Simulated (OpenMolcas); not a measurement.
**2s² 2p³ along the 7-electron sequence**

```
Program             : OpenMolcas 26.06
Method              : SS-CASPT2, IPEA 0.25 Eh, imaginary shift 0.1 Eh
Basis               : ANO-RCC-VTZP
Scalar Hamiltonian  : DKH2, point nucleus
Spin-orbit coupling : state interaction with AMFI integrals over the reference wave functions, term energies averaged over their components
```

Active space for each ion: 3 electrons in 3 orbitals (2p); closed shells correlated by CASPT2: 1s 2s.

Computed levels in cm-1 above ⁴S°_3/2:

| Level | N | O+ | F2+ | Ne3+ |
| --- | --- | --- | --- | --- |
| ²D°_3/2 | 19680 | 27540 | 34870 | 42210 |
| ²D°_5/2 | 19680 | 27540 | 34880 | 42240 |
| ²P°_1/2 | 31260 | 43630 | 55030 | 66340 |
| ²P°_3/2 | 31260 | 43630 | 55040 | 66370 |
| weight of ⁴S° in the lowest level (%) | 100 | 100 | 100 | 100 |

Measured, with the error of the calculation in %. Measured levels: N, O+ from NIST Handbook of Basic Atomic Spectroscopic Data.

| Level | N | O+ |
| --- | --- | --- |
| ²D°_3/2 | 19233 (+2.3) | 26831 (+2.6) |
| ²D°_5/2 | 19224 (+2.4) | 26811 (+2.7) |
| ²P°_1/2 | 28839 (+8.4) | 40470 (+7.8) |
| ²P°_3/2 | 28839 (+8.4) | 40468 (+7.8) |

²D°_3/2 changes by a factor of 2.14 over the same range, with steps per unit of Z of +7860, +7330, +7340 cm-1.

Term energies are means over components that CASPT2 splits; among the terms shown or strongly mixed into the levels shown the widest spread is 240 cm-1 (2s² 2p³ ²D°, N). With the s shell closed, the reference lacks s² → p² mixing. Measured partners are found by configuration, term and J. A level has none where our copy of the source lacks it or the pairing is in doubt (some pairs that miss far off the trend of their configuration count as doubtful), and it then counts in no deviation. Only configurations of the active space appear.

° marks odd parity.
